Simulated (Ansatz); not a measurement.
Species: sum formula SiH2Br (charge 0, doublet). It need not be the lowest isomer of its formula. 
Geometry from a B3LYP-D3(BJ)/def2-TZVP (Ansatz, a first-principles code) optimisation:
```xyz
4

Si    -1.5150     0.0418     0.0402
Br     0.7195     0.0207    -0.0219
H     -2.0212    -0.7374    -1.1175
H     -1.9520    -0.5712     1.3197
```
Charge 0, spin multiplicity 2.

Computed values are from Ansatz. Correlated levels leave the core frozen unless marked. UHF or UKS for open shells. Spin-orbit coupling is left out. Frozen are the shells of the preceding noble gas and the d and f shells that filled before the atom's block. No relativistic terms. CBS marks a two-point X^-3 extrapolation of the correlation energy; Hartree-Fock from the larger set.

Question: What is the total energy at CCSD(T)/CBS(def2-TZVPPD,def2-QZVPPD)?

Answer: -2862.9409 Eh.

Question: What is the atomisation energy De at CCSD(T)/CBS(def2-TZVPPD,def2-QZVPPD)?

Answer: 230.1 kcal/mol.

Question: What is the dipole moment at CCSD(T)/def2-SVPD?

Answer: 1.23 D.

Question: What is the T1 diagnostic at CCSD/def2-QZVPPD?

Answer: 0.014.
